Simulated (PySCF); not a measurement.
# Computed records: CH₂BO₂, BF₂HO, CH₄BN

Calculation on a computer-drawn molecule: optimised geometry and harmonic frequencies of an isolated molecule of the commonest isotopes, restricted reference for singlets and unrestricted otherwise, frozen core in MP2. Program: PySCF 2.14.0.

Common to all runs: charge 0; basis cc-pVDZ.

```yaml
- entry: 1
  formula: CH2BO2
  start_structure:
    atoms_angstrom:
      - [O, -2.4301, -3.0465, 0.8495]
      - [B, -2.4336, -2.0218, 0.284]
      - [C, -2.4435, -0.5607, -0.2536]
      - [O, -3.3864, 0.3382, 0.0096]
      - [H, -1.8611, -0.2842, -1.1053]
      - [H, -3.9616, 0.1047, 0.7162]
  given:
    multiplicity: 2
    method: HF
    drawn_bonds_atom: [1, 2, 3, 3, 4]
    drawn_bonds_other_atom: [2, 3, 4, 5, 6]
    drawn_bonds_order: [2, 1, 1, 1, 1]
  results:
    optimised_atom_element: [O, B, C, O, H, H]
    "optimised_atom_x [angstrom]": [-2.416, -2.448, -2.499, -3.374, -1.822, -3.957]
    "optimised_atom_y [angstrom]": [-3.048, -1.97, -0.5983, 0.3636, -0.2955, 0.0782]
    "optimised_atom_z [angstrom]": [0.8295, 0.3236, -0.3098, 0.03134, -1.094, 0.7197]
    "modes_frequency [cm^-1]": [215.8, 294.9, 456.4, 595.3, 630.6, 881.8, 1278, 1398, 1555, 2163, 3382, 4144]
    "modes_reduced_mass [dalton]": [6.004, 1.51, 4.769, 1.29, 7.944, 5.518, 1.285, 2.272, 1.64, 12.04, 1.088, 1.067]
    "rotational_constants [GHz]": [50.56, 4.179, 3.86]
    "total_energy [hartree]": -213.4667
    spin_squared: 0.7652
    "convergence_status_largest_gradient_component [hartree/bohr]": 2.951e-05
- entry: 2
  formula: BF2HO
  start_structure:
    atoms_angstrom:
      - [O, 0.6313, -1.5899, 0.8015]
      - [B, 0.7782, -0.5084, 1.5678]
      - [F, 1.6653, 0.4358, 1.2868]
      - [F, 0.0311, -0.353, 2.6401]
      - [H, 1.2128, -1.6102, 0.0556]
  given:
    multiplicity: 1
    method: MP2
    drawn_bonds_atom: [1, 2, 2, 1]
    drawn_bonds_other_atom: [2, 3, 4, 5]
    drawn_bonds_order: [1, 1, 1, 1]
  results:
    optimised_atom_element: [O, B, F, F, H]
    "optimised_atom_x [angstrom]": [0.6154, 0.7767, 1.68, 0.01994, 1.227]
    "optimised_atom_y [angstrom]": [-1.614, -0.5099, 0.4428, -0.3498, -1.595]
    "optimised_atom_z [angstrom]": [0.8001, 1.568, 1.274, 2.657, 0.05199]
    "modes_frequency [cm^-1]": [451.1, 482.7, 557.7, 703.7, 869.3, 1038, 1441, 1501, 3893]
    "modes_reduced_mass [dalton]": [5.289, 15.18, 1.106, 11.28, 12.51, 1.321, 8.415, 9.117, 1.066]
    "rotational_constants [GHz]": [10.14, 9.84, 4.993]
    "total_energy [hartree]": -299.8459
    "convergence_status_largest_gradient_component [hartree/bohr]": 8.661e-06
- entry: 3
  formula: CH4BN
  start_structure:
    atoms_angstrom:
      - [C, -2.5025, 0.9096, -0.9947]
      - [B, -3.0554, -0.456, -0.4774]
      - ["N", -3.6006, -1.407, -0.0975]
      - [H, -3.0883, 1.391, -1.7894]
      - [H, -2.4405, 1.6569, -0.1629]
      - [H, -1.4088, 0.8001, -1.4084]
      - [H, -3.9572, -2.3659, 0.1686]
  given:
    multiplicity: 1
    method: HF
    drawn_bonds_atom: [1, 2, 1, 1, 1, 3]
    drawn_bonds_other_atom: [2, 3, 4, 5, 6, 7]
    drawn_bonds_order: [1, 2, 1, 1, 1, 1]
  results:
    optimised_atom_element: [C, B, "N", H, H, H, H]
    "optimised_atom_x [angstrom]": [-2.475, -3.084, -3.568, -3.084, -2.423, -1.465, -3.954]
    "optimised_atom_y [angstrom]": [0.9336, -0.4082, -1.472, 1.367, 1.651, 0.7801, -2.323]
    "optimised_atom_z [angstrom]": [-0.9897, -0.5058, -0.1222, -1.786, -0.1681, -1.375, 0.1847]
    "modes_frequency [cm^-1]": [362.0, 362.0, 482.6, 482.6, 848.8, 981.7, 981.7, 1440, 1558, 1558, 2124, 3190, 3271, 3271, 4101]
    "modes_reduced_mass [dalton]": [2.931, 2.931, 1.161, 1.161, 3.776, 1.5, 1.5, 1.268, 1.044, 1.044, 7.916, 1.037, 1.101, 1.101, 1.102]
    "rotational_constants [GHz]": [160.1, 7.512, 7.512]
    "total_energy [hartree]": -119.3592
    "convergence_status_largest_gradient_component [hartree/bohr]": 5.732e-06
```
